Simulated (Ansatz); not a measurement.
One change: `C=CI` becomes `C=C(F)I`.

Ansatz, PBE0-D4/def2-TZVP geometries, multiplicity 1. 

Elements past krypton have def2 core potentials.  Spin–orbit coupling is left out; it splits and shifts lone-pair levels of the heavy atoms by tenths of an eV.

```tsv
property	`C=CI`
HOMO–LUMO gap (ωB97M-V/def2-TZVPP) / eV	10.54
HOMO energy (B3LYP/def2-TZVPP) / eV	-6.86
size of the dipole moment (B3LYP/def2-TZVPP) / D	1.25
HOMO energy (PBE0/def2-TZVPP) / eV	-7.09
size of the dipole moment (ωB97M-V/def2-TZVPP) / D	1.30
HOMO energy (ωB97M-V/def2-TZVPP) / eV	-9.18
```

Give the same properties after the change, and the shifts. (Estimate.)

The calculation gave: 
| property | `C=C(F)I` | shift |
| --- | --- | --- |
| HOMO–LUMO gap (ωB97M-V/def2-TZVPP) / eV | 10.43 | -0.11 |
| HOMO energy (B3LYP/def2-TZVPP) / eV | -7.08 | -0.22 |
| size of the dipole moment (B3LYP/def2-TZVPP) / D | 1.18 | -0.07 |
| HOMO energy (PBE0/def2-TZVPP) / eV | -7.31 | -0.22 |
| size of the dipole moment (ωB97M-V/def2-TZVPP) / D | 1.19 | -0.11 |
| HOMO energy (ωB97M-V/def2-TZVPP) / eV | -9.43 | -0.25 |

With PBE0 the HOMO falls by 0.22 eV and the LUMO falls by 0.39 eV, so the gap narrows by about 0.17 eV. PBE moves the HOMO by -0.16 eV and ωB97M-V by -0.25 eV. Dipoles are sizes alone; their direction can turn.

B3LYP here is the variant with VWN-RPA as its local correlation; programs differ in this.
